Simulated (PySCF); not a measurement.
BiF: frontier orbitals

PW91 at R = 2.074 Å; Bi def2-SVPD with ECP60, F def2-SVPD; scalar-relativistic core potentials (PySCF 2.14). State: ³Σ⁻ (triplet), unpaired electrons π ↑↑. Only the outer orbitals are listed, counted within each symmetry, core potentials removing the inner ones.

| spin | orbital | occ. | ε (eV) | on Bi (%) | main shells (%) |
| --- | --- | --- | --- | --- | --- |
| α | 6σ | 1 | -15.42 | 92 | 92 Bi s |
| α | 7σ | 1 | -9.46 | 24 | 75 F p, 17 Bi p |
| α | 3π | 1 | -8.84 | 7 | 93 F p |
| α | 3π | 1 | -8.84 | 7 | 93 F p |
| α | 4π | 1 | -5.24 | 95 | 94 Bi p |
| α | 4π | 1 | -5.24 | 95 | 94 Bi p |
| α | 8σ | 0 | -2.90 | 103 | 98 Bi p, 10 F p |
| β | 6σ | 1 | -14.45 | 89 | 88 Bi s, 9 F p |
| β | 7σ | 1 | -9.26 | 25 | 75 F p, 14 Bi p, 11 Bi s |
| β | 3π | 1 | -8.59 | 3 | 96 F p |
| β | 3π | 1 | -8.59 | 3 | 96 F p |
| β | 4π | 0 | -3.78 | 96 | 95 Bi p |
| β | 4π | 0 | -3.78 | 96 | 95 Bi p |
| β | 8σ | 0 | -2.30 | 101 | 95 Bi p |

Question: Which are the highest filled and the lowest empty level, where do they sit, and how wide is the gap?

Answer: Highest filled α 4π at -5.24 eV (in %: 94 Bi p); lowest empty β 4π at -3.78 eV (in %: 95 Bi p); the gap at PW91 is 1.46 eV. Both belong to one degenerate shell, split only by its one-sided filling, so this is no excitation gap.

| Item | Value |
| --- | --- |
| bond order (Mayer) | 0.51 |
| ⟨S²⟩ | 2.002 |
| charge on Bi (Mulliken, basis-dependent) | 0.60 |
| charge on Bi (Löwdin, basis-dependent) | 0.78 |
| dipole moment (positive dipole means Bi(−)F(+)) | -3.28 D |

Shares are Mulliken populations and can fall outside 0 to 100 %.

These are scalar-relativistic numbers at best; spin–orbit coupling would shift them, the dissociation energy most. The state was picked by a PBE0 search and need not be the measured ground state.
